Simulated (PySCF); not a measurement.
## Assigning NMR signals

Molfile (atoms numbered from 1):
```
C6H14OSi
     RDKit          3D

 22 21  0  0  0  0  0  0  0  0999 V2000
    1.9493   -1.1794    0.6097 C   0  0  0  0  0  0  0  0  0  0  0  0
    1.7898   -0.0095    0.0101 C   0  0  0  0  0  0  0  0  0  0  0  0
    2.9244    0.8950   -0.3716 C   0  0  0  0  0  0  0  0  0  0  0  0
    0.5901    0.5131   -0.3344 O   0  0  0  0  0  0  0  0  0  0  0  0
   -0.9784    0.0884   -0.1059 Si  0  0  0  0  0  4  0  0  0  0  0  0
   -1.4114   -0.0043    1.7503 C   0  0  0  0  0  0  0  0  0  0  0  0
   -1.8810    1.5317   -0.9466 C   0  0  0  0  0  0  0  0  0  0  0  0
   -1.4111   -1.5643   -0.9571 C   0  0  0  0  0  0  0  0  0  0  0  0
    1.1113   -1.8010    0.8645 H   0  0  0  0  0  0  0  0  0  0  0  0
    2.9279   -1.5448    0.8574 H   0  0  0  0  0  0  0  0  0  0  0  0
    3.8756    0.4747   -0.0624 H   0  0  0  0  0  0  0  0  0  0  0  0
    2.7885    1.8685    0.0964 H   0  0  0  0  0  0  0  0  0  0  0  0
    2.9281    1.0431   -1.4504 H   0  0  0  0  0  0  0  0  0  0  0  0
   -1.2482    0.9541    2.2352 H   0  0  0  0  0  0  0  0  0  0  0  0
   -0.7998   -0.7361    2.2702 H   0  0  0  0  0  0  0  0  0  0  0  0
   -2.4501   -0.2769    1.9073 H   0  0  0  0  0  0  0  0  0  0  0  0
   -1.6596    1.5750   -2.0079 H   0  0  0  0  0  0  0  0  0  0  0  0
   -2.9549    1.4266   -0.8379 H   0  0  0  0  0  0  0  0  0  0  0  0
   -1.5972    2.4852   -0.5133 H   0  0  0  0  0  0  0  0  0  0  0  0
   -2.4854   -1.7016   -1.0298 H   0  0  0  0  0  0  0  0  0  0  0  0
   -1.0104   -2.4194   -0.4201 H   0  0  0  0  0  0  0  0  0  0  0  0
   -1.0078   -1.5989   -1.9655 H   0  0  0  0  0  0  0  0  0  0  0  0
  1  2  2  0
  2  3  1  0
  2  4  1  0
  4  5  1  0
  5  6  1  0
  5  7  1  0
  5  8  1  0
  1  9  1  0
  1 10  1  0
  3 11  1  0
  3 12  1  0
  3 13  1  0
  6 14  1  0
  6 15  1  0
  6 16  1  0
  7 17  1  0
  7 18  1  0
  7 19  1  0
  8 20  1  0
  8 21  1  0
  8 22  1  0
M  END
```

[PySCF 2.14.0 with density-fitted response routines: PBE0/pcSseg-1 with gauge-including orbitals; GFN2-xTB geometry; single conformer; non-relativistic; no solvent model; one averaged value for each set of equivalent atoms]

δ = σ(ref) − σ, references computed at the same level: ¹³C (186.93 ppm) and ¹H (31.72 ppm) against TMS.

(1) Assign these signals to the numbered atoms. ¹³C{¹H} NMR (computed): δ 164.9 (C), 91.6 (CH2), 25.8 (CH3), 0.4 (CH3).

(2) Assign these signals to the numbered atoms. ¹H NMR (600 MHz, computed): δ 4.23 (br s, 1H), 3.93 (br s, 1H), 1.88 (s, 3H), 0.15 (s, 9H).

Results:

(1) 
```tsv
δ (ppm)	atoms	environment	reason
164.9	C2	alkene carbon bearing oxygen	an sp2 carbon further deshielded by the attached heteroatom
91.6	C1	β carbon of an enol-ether or enamine type C=C	the O or N lone pair pushes π density onto this β carbon and shields it
25.8	C3	allylic methyl carbon	a saturated carbon with 1 carbon neighbour and no heteroatom attached
0.4	C6/C7/C8	methyl carbon bonded to Si	an electropositive neighbour leaves it electron-rich and shielded
```

(2) 
4.23 → H10, hydrogen on a β carbon of an enol-ether or enamine type C=C: lone-pair donation from O or N shields it, upfield of ordinary alkene protons
3.93 → H9, hydrogen on a β carbon of an enol-ether or enamine type C=C
1.88 → H11/H12/H13, hydrogen on an allylic methyl carbon: allylic position
0.15 → H14/H15/H16/H17/H18/H19/H20/H21/H22, hydrogen on a methyl carbon bonded to Si: an electropositive neighbour shields it, as in TMS itself

Shifts are as computed. Against solution values, carbons near 30 ppm lie about +3 ppm off and those near 130 ppm about +5 ppm. Of 1211 compounds with measured shifts, 218 miss one by over three times the rms of a fit or turn the order of signals round; such compounds aren't used in these exercises. No couplings were computed; multiplicities are counted from neighbouring protons, with m where these are inequivalent, close in shift, in a saturated or five-membered ring or joined by F or P, and br s for small geminal =CH2 splittings.
